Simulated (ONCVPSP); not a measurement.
Rh (Z = 45) ONCV: all-electron and pseudo phase curves

rhodium (Rh), optimised norm-conserving Vanderbilt (ONCV), made with ONCVPSP 4.0.1 (PBE, fully relativistic). Core [Ar] 3d10, reference 4s2 4p6 4d8 5s1. Waves: 4s+5s: rc 1.45 bohr, ncon 4, nbas 7, qcut 6.9 1/bohr, 2 projectors; 4p: rc 1.35 bohr, ncon 4, nbas 7, qcut 12.7 1/bohr, 1 projector; 4d: rc 2.10 bohr, ncon 3, nbas 8, qcut 8.5 1/bohr, 1 projector. Local part: polynomial inside 1.25 bohr (lpopt 5, dvloc0 0 Ha). Core correction: Teter function, fcfact 4.5, rcfact 1.6.

Open shells are filled in proportion to 2j + 1.

The phase is arctan(r·R′/R) of the radial function R(r), unwrapped; energies in Ha, scanned from -5 to 5 Ha. A pole is an energy at which the radial function vanishes at the test radius. The pseudo phase is shifted by a multiple of π to meet the all-electron one at the reference energy, and phase errors are pseudo minus all-electron; the curves can meet again beyond the range given. Levels narrower than the energy grid can be missing from the lists of poles.

For each channel, where are the poles, and over which energies does the pseudopotential scatter like the atom?

| channel | radius (bohr) | reference energy (Ha) | poles, all-electron | poles, pseudo | unbroken range about the reference energy with phases within 0.05 rad | phase error 1 Ha above the reference energy (rad) |
| --- | --- | --- | --- | --- | --- | --- |
| s | 1.48 | -0.16 | -2.21 | -2.21 | the whole range | -0.000 |
| p3/2 | 1.37 | -1.81 | -0.07 | -0.09 | below 3.1 | -0.001 |
| p1/2 | 1.37 | -1.95 | -0.36 | -0.38 | below 3.0 | -0.001 |
| d5/2 | 2.13 | -0.21 | 0.19, 4.83 | 0.19 | below 1.4 | +0.006 |
| d3/2 | 2.13 | -0.23 | 0.16, 4.79 | 0.17 | below 1.4 | +0.007 |

Phases in the d3/2 channel:

```json
{"E (Ha)": "-4.96", "all-electron": "1.395", "pseudo": "1.395"}
{"E (Ha)": "-4.72", "all-electron": "1.389", "pseudo": "1.389"}
{"E (Ha)": "-4.48", "all-electron": "1.383", "pseudo": "1.383"}
{"E (Ha)": "-4.24", "all-electron": "1.377", "pseudo": "1.377"}
{"E (Ha)": "-4.00", "all-electron": "1.370", "pseudo": "1.370"}
{"E (Ha)": "-3.76", "all-electron": "1.362", "pseudo": "1.362"}
{"E (Ha)": "-3.52", "all-electron": "1.353", "pseudo": "1.353"}
{"E (Ha)": "-3.28", "all-electron": "1.343", "pseudo": "1.343"}
{"E (Ha)": "-3.04", "all-electron": "1.331", "pseudo": "1.332"}
{"E (Ha)": "-2.80", "all-electron": "1.318", "pseudo": "1.318"}
{"E (Ha)": "-2.56", "all-electron": "1.302", "pseudo": "1.302"}
{"E (Ha)": "-2.32", "all-electron": "1.283", "pseudo": "1.283"}
{"E (Ha)": "-2.08", "all-electron": "1.259", "pseudo": "1.259"}
{"E (Ha)": "-1.84", "all-electron": "1.228", "pseudo": "1.228"}
{"E (Ha)": "-1.60", "all-electron": "1.186", "pseudo": "1.187"}
{"E (Ha)": "-1.36", "all-electron": "1.125", "pseudo": "1.126"}
{"E (Ha)": "-1.12", "all-electron": "1.025", "pseudo": "1.026"}
{"E (Ha)": "-0.88", "all-electron": "0.829", "pseudo": "0.831"}
{"E (Ha)": "-0.64", "all-electron": "0.325", "pseudo": "0.328"}
{"E (Ha)": "-0.40", "all-electron": "-0.711", "pseudo": "-0.711"}
{"E (Ha)": "-0.16", "all-electron": "-1.290", "pseudo": "-1.290"}
{"E (Ha)": "0.08", "all-electron": "-1.520", "pseudo": "-1.519"}
{"E (Ha)": "0.32", "all-electron": "-1.650", "pseudo": "-1.648"}
{"E (Ha)": "0.56", "all-electron": "-1.750", "pseudo": "-1.746"}
{"E (Ha)": "0.80", "all-electron": "-1.848", "pseudo": "-1.841"}
{"E (Ha)": "1.04", "all-electron": "-1.969", "pseudo": "-1.954"}
{"E (Ha)": "1.28", "all-electron": "-2.146", "pseudo": "-2.115"}
{"E (Ha)": "1.52", "all-electron": "-2.454", "pseudo": "-2.384"}
{"E (Ha)": "1.76", "all-electron": "-3.005", "pseudo": "-2.862"}
{"E (Ha)": "2.00", "all-electron": "-3.646", "pseudo": "-3.494"}
{"E (Ha)": "2.24", "all-electron": "-4.049", "pseudo": "-3.951"}
{"E (Ha)": "2.48", "all-electron": "-4.264", "pseudo": "-4.200"}
{"E (Ha)": "2.72", "all-electron": "-4.389", "pseudo": "-4.343"}
{"E (Ha)": "2.96", "all-electron": "-4.470", "pseudo": "-4.434"}
{"E (Ha)": "3.20", "all-electron": "-4.528", "pseudo": "-4.497"}
{"E (Ha)": "3.44", "all-electron": "-4.571", "pseudo": "-4.544"}
{"E (Ha)": "3.68", "all-electron": "-4.605", "pseudo": "-4.580"}
{"E (Ha)": "3.92", "all-electron": "-4.634", "pseudo": "-4.610"}
{"E (Ha)": "4.16", "all-electron": "-4.658", "pseudo": "-4.634"}
{"E (Ha)": "4.40", "all-electron": "-4.680", "pseudo": "-4.656"}
{"E (Ha)": "4.64", "all-electron": "-4.700", "pseudo": "-4.675"}
{"E (Ha)": "4.88", "all-electron": "-4.719", "pseudo": "-4.692"}
```
